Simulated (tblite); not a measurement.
Species: C₇H₁₁FSi.
Atom-mapped SMILES: `[CH2:1]=[CH:2][C@@H:3]1[SiH2:4]/[C:5](=[CH:6]\[CH3:7])[C@@H:8]1[F:9]` (hydrogens: H10, H11 on C1; H12 on C2; H13 on C3; H14, H15 on Si4; H16 on C6; H17, H18, H19 on C7; H20 on C8)

Computed with GFN2-xTB (tblite), gas phase: L-BFGS steps from a force-field or distance-geometry start until the largest atomic force falls under 0.01 eV/Å.

Step 66: E = -734.1172 eV
```
atom  x, y, z in Å  |  force x, y, z in eV/Å
C1      3.6802   -0.3150    0.3919    0.016   0.001   0.002
C2      2.4993   -0.6200   -0.1183   -0.020  -0.013   0.008
C3      1.2759    0.1885    0.0705   -0.012   0.006  -0.028
Si4    -0.1997   -0.5172    1.1122   -0.035   0.002   0.011
C5     -0.9843    0.1737   -0.4635    0.014  -0.015   0.047
C6     -2.1736    0.5022   -0.9454    0.009  -0.014  -0.016
C7     -3.4610    0.3418   -0.2165    0.013  -0.005   0.022
C8      0.3508    0.3356   -1.1594   -0.017   0.001  -0.010
F9      0.5363   -0.6888   -2.0707    0.018  -0.002  -0.021
H10     3.8307    0.5773    0.9784   -0.002   0.008  -0.004
H11     4.5445   -0.9401    0.2501   -0.003  -0.025   0.004
H12     2.3702   -1.5224   -0.7005    0.017   0.002  -0.004
H13     1.5466    1.1871    0.4221   -0.004  -0.004   0.005
H14    -0.4328    0.1639    2.3862   -0.025  -0.017  -0.033
H15    -0.2444   -1.9734    1.2374    0.015   0.042   0.007
H16    -2.2497    0.9265   -1.9410   -0.003   0.035  -0.024
H17    -4.1878   -0.1789   -0.8384    0.020  -0.021   0.010
H18    -3.3078   -0.2109    0.7062   -0.010  -0.022   0.041
H19    -3.8782    1.3196    0.0239   -0.005   0.021  -0.014
H20     0.4796    1.2611   -1.7317    0.014   0.021   0.000
```

Step 67: E = -734.1178 eV
```
atom  x, y, z in Å  |  force x, y, z in eV/Å
C1      3.6805   -0.3222    0.3867    0.015  -0.005   0.003
C2      2.4956   -0.6222   -0.1164   -0.031  -0.016   0.013
C3      1.2767    0.1921    0.0743   -0.021   0.017  -0.057
Si4    -0.2004   -0.5091    1.1157   -0.037   0.005  -0.001
C5     -0.9832    0.1768   -0.4634    0.020  -0.003   0.063
C6     -2.1730    0.5014   -0.9465    0.012  -0.030  -0.019
C7     -3.4604    0.3331   -0.2195    0.011   0.000   0.017
C8      0.3526    0.3446   -1.1568   -0.029   0.001  -0.008
F9      0.5385   -0.6728   -2.0764    0.030   0.009  -0.004
H10     3.8410    0.5717    0.9677   -0.003   0.014   0.001
H11     4.5381   -0.9559    0.2442    0.014  -0.024   0.002
H12     2.3588   -1.5269   -0.6931    0.017  -0.001  -0.009
H13     1.5504    1.1893    0.4279    0.007  -0.008  -0.003
H14    -0.4298    0.1769    2.3877   -0.030  -0.016  -0.032
H15    -0.2471   -1.9641    1.2465    0.014   0.029   0.009
H16    -2.2494    0.9245   -1.9427   -0.007   0.035  -0.017
H17    -4.1827   -0.1910   -0.8434    0.012  -0.023   0.006
H18    -3.3080   -0.2191    0.7036    0.001  -0.020   0.036
H19    -3.8825    1.3086    0.0199   -0.014   0.029  -0.010
H20     0.4792    1.2749   -1.7228    0.019   0.006   0.009
```

**Question.** Estimate the geometry and energy of step 68. (The exact step hangs on the optimiser's Hessian estimate; all steps are aligned on step 67, rigid shifts and turns removed.)

**Answer.** E = -734.1186 eV, largest force 0.070 eV/Å
```
atom  x, y, z in Å  |  force x, y, z in eV/Å
C1      3.6808   -0.3310    0.3816    0.008  -0.011   0.004
C2      2.4908   -0.6248   -0.1133   -0.032  -0.015   0.014
C3      1.2772    0.1969    0.0773   -0.024   0.022  -0.062
Si4    -0.2019   -0.4999    1.1186   -0.023   0.010  -0.016
C5     -0.9819    0.1802   -0.4634    0.013   0.016   0.046
C6     -2.1724    0.4996   -0.9484    0.014  -0.036  -0.014
C7     -3.4591    0.3224   -0.2220    0.006   0.006   0.011
C8      0.3541    0.3558   -1.1548   -0.029   0.004  -0.003
F9      0.5421   -0.6526   -2.0844    0.036   0.023   0.016
H10     3.8539    0.5657    0.9546   -0.007   0.010   0.000
H11     4.5295   -0.9765    0.2396    0.026  -0.014   0.003
H12     2.3452   -1.5328   -0.6823    0.016  -0.005  -0.014
H13     1.5544    1.1918    0.4346    0.018  -0.008  -0.017
H14    -0.4262    0.1928    2.3871   -0.039  -0.012  -0.021
H15    -0.2502   -1.9531    1.2552    0.012   0.006   0.014
H16    -2.2504    0.9236   -1.9446   -0.007   0.024   0.000
H17    -4.1759   -0.2074   -0.8472    0.003  -0.022   0.006
H18    -3.3060   -0.2281    0.7024    0.010  -0.012   0.022
H19    -3.8875    1.2958    0.0147   -0.022   0.026  -0.006
H20     0.4784    1.2922   -1.7123    0.020  -0.011   0.018
```

The energy changes by -0.0008 eV. The first-order estimate −F·Δx gives -0.0010 eV and the mean of the old and new forces, exact on a quadratic surface, -0.0007 eV. The step makes an angle of 84° with the force vector and moves no atom by more than 0.023 Å.

The cost below is that of the whole relaxation. Time: 2.4 s of wall time. Hardware: one thread, Arm Neoverse N1 (aarch64), on a shared host.
